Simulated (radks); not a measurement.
Question: These are the eigenvalues of the occupied orbitals of an atom or ion with whole-number occupations (eV). Calculated with a radial shooting solver on a logarithmic mesh with Libxc functionals: Dirac Kohn-Sham, BP86, spin-unpolarised, spherical densities, point nucleus.

orbital  eigenvalue
1s1/2     -413.6254
2s1/2      -38.5340
2p1/2      -26.8810
3d3/2       -1.1961

Which element is it, and in what charge state? The configuration may be excited. Open shells, if any, fill j = l - 1/2 first.

Answer: Z = 7, nitrogen, charge 0: N in [He] 2s2 2p1 3d2. The list shows which subshells hold electrons but not how many an open one holds; the 1s level, -15.2 hartree, gives Z - s = 5.5 by -(Z - s)^2/2, which with screening and relativity narrows Z to a few neighbours, and the depths of the outer levels then fix element, charge and occupations together.
